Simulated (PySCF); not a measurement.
Cr(22+) (chromium, charge +22): Hartree-Fock from Schrödinger to Dirac-Coulomb-Breit

Occupied: 1s1/2. Hartree-Fock calculated with PySCF 2.14 in an even-tempered Gaussian basis (19 s from 1.9 bohr⁻², ratio 2.3; 13 p from 2.3 bohr⁻², ratio 2.3), Gaussian nucleus throughout. NR is non-relativistic, sf-X2C the spin-free one-electron X2C Hamiltonian, X2C adds the bare one-electron spin-orbit term, X2C-SNSO screens it by Boettger's factors, DC is four-component Dirac-Coulomb, and the Gaunt and Breit terms are added at first order (total energies over the DC spinors, levels after relaxing the spinors in that mean field). QED terms are absent. Levels marked empty are virtual spinors of this ion.

```csv
Hamiltonian,E (hartree),E − E(DC) (hartree),CPU seconds
NR,-561.1088,4.3155,0.25
sf-X2C,-565.3362,0.0881,0.15
X2C,-565.3362,0.0881,0.15
X2C-SNSO,-565.3362,0.0881,0.15
DC,-565.4242,0.0000,2.3
DC+Gaunt,-565.2458,0.1785,3.9
DC+Breit,-565.2458,0.1785,34
```

```
   level (eV)       NR   sf-X2C      X2C  X2C-SNSO       DC  DC+Gaunt  DC+Breit
        1s1/2  -7433.2  -7487.3  -7487.3   -7487.3  -7489.7   -7484.9   -7484.9
2s1/2 (empty)  -1706.1  -1721.6  -1721.6   -1721.6  -1721.8   -1721.3   -1721.4
2p1/2 (empty)  -1663.1  -1669.4  -1677.8   -1677.5  -1677.3   -1676.3   -1676.5
2p3/2 (empty)  -1663.1  -1669.4  -1665.3   -1665.5  -1665.6   -1665.1   -1665.3
3s1/2 (empty)  -748.33  -753.69  -753.69   -753.69  -753.75   -753.61   -753.63
```

```csv
interval (eV),X2C,X2C-SNSO,DC,DC+Gaunt,DC+Breit
2p3/2 − 2p1/2,12.55,12.02,11.69,11.23,11.23
```

Weight of the small component: 1s1/2 0.00753, 2s1/2 0.00170, 2p1/2 0.00168, 2p3/2 0.00166, 3s1/2 0.000742.

Koopmans' value for the highest occupied level at DC+Breit: 7484.9 eV, against an ionisation energy of 7481.9 eV (theoretical estimate listed by NIST; NIST Atomic Spectra Database, ionization energies); the former lacks relaxation, correlation, QED and recoil.

The whole ladder took 42 s of wall time on 1 thread of Neoverse-V2 (shared host), launched as `OMP_NUM_THREADS=1 python relrun2.py TASK.json OUT` (a driver that calls PySCF for each Hamiltonian).

Dirac-Coulomb iterations, started from the X2C spinors:

```
with_ssss True, with_gaunt False, with_breit False
light speed = 137.03599967994
init E= -564.982250852511
cycle= 1 E= -565.424243762163  delta_E= -0.442  |g|= 0.113  |ddm|= 0.00857
cycle= 2 E= -565.424246354997  delta_E= -2.59e-06  |g|= 0.000368  |ddm|= 7.49e-05
cycle= 3 E= -565.424246355085  delta_E= -8.83e-11  |g|= 1.99e-06  |ddm|= 1.23e-06
```
